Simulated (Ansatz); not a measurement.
Mulliken charges of `O/C([TeH])=C\S` from ωB97M-V/def2-TZVPP in Ansatz (PBE0-D4/def2-TZVP geometry).

| atom | x (Å) | y (Å) | z (Å) | charge (e) |
| --- | --- | --- | --- | --- |
| O1 | -0.593 | 0.802 | 0.914 | -0.283 |
| C2 | 0.252 | 0.062 | 0.146 | -0.011 |
| Te3 | 2.296 | 0.550 | 0.145 | 0.071 |
| C4 | -0.199 | -0.985 | -0.547 | -0.117 |
| S5 | -1.841 | -1.573 | -0.546 | -0.103 |
| H6 | -0.077 | 1.380 | 1.484 | 0.196 |
| H7 | 2.093 | 1.932 | -0.759 | 0.003 |
| H8 | 0.472 | -1.539 | -1.188 | 0.121 |
| H9 | -2.314 | -0.677 | 0.334 | 0.123 |

Q: By hand: the dipole of these point charges (1 e Å = 4.8032 D).

A: Σ q r = (0.305, 0.095, 0.056) e Å, of length 0.324 e Å = 1.56 D.

Q: How does the dipole of the full density compare? (An estimate is asked.)

A: Ansatz gave: (0.257, 0.250, 0.162) e Å, 1.89 D; the point charges give 0.83 times that, at 29° from its direction.

Point charges leave out the atoms' own dipoles, such as those of lone pairs, and Mulliken's split depends on the basis, so the two needn't agree.
